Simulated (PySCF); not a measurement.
Ga(H)(Br)(OMe) (CH4BrGaO), SMILES C[O][GaH][Br]. Heavy atoms are numbered as in [GaH:1]([Br:3])[O:4][CH3:5]. Hydrogens are named by the atom that carries them.

Geometry: TPSSh-D3(BJ)/def2-SVP. The structure was generated by enumeration; whether it is a known compound was not checked. One conformer was computed; it need not be the lowest.

All values below come from PBE0/def2-TZVP in PySCF.

Atomic charges (e), one atom of each kind:

```tsv
atom	Löwdin	meta-Löwdin
Ga1 (GaH)	(withheld)	0.67
H on Ga1	-0.08	-0.05
Br3	(withheld)	-0.28
O4	0.00	-0.56
C5 (CH3)	(withheld)	-0.12
H on C5	0.11	0.11
```

**Question.** What belongs in the gaps? (Estimate from the structure and the level; the computed values follow.)

**Answer.** 
- Ga1 (GaH), Löwdin: -0.01
- Br3, Löwdin: 0.14
- C5 (CH3), Löwdin: -0.38
